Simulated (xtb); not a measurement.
C₃H₉BN₂, SMILES C=CCB(N)N. All values are semi-empirical tight-binding results from xtb (GFN2-xTB unless named), good for trends rather than for accurate numbers. Coordinates come from a GFN2-xTB optimisation. This is a generated structure with no PubChem entry under its InChIKey; it may be hypothetical. The values are those of a single conformer.

Question: Estimate the properties. (The exact figures need the calculation; the answer reports its results.)

Answer: 
```
Quantity                                         Result
----------------------------------------  -------------
orbital gap                                     5.06 eV
dipole moment                                    2.06 D
zero-point energy                         78.5 kcal/mol
G − E(el) at 298.15 K (modified RRHO)     58.5 kcal/mol
static polarisability (D4 model)             68.3 bohr³
solvation energy, GFN2-xTB/ALPB(water)    -4.6 kcal/mol
solvation energy, GFN2-xTB/ALPB(benzene)  -5.9 kcal/mol
```

Question: Give the IR lines (harmonic; lines under 4 % of the strongest left out, lines within 3 cm⁻¹ merged). (The exact figures need the calculation; the answer reports its results.)

Answer: ν (cm⁻¹): 469 (vs), 492 (w), 518 (w), 881 (w), 888 (w), 1183 (w), 1276 (s), 1301 (w), 1404 (s), 1542 (s), 1712 (w), 2964 (m), 2994 (w), 3039 (m), 3091 (w), 3112 (m) (against the strongest line: vs over 80 %, s over 45 %, m over 15 %, w over 4 %, vw less)
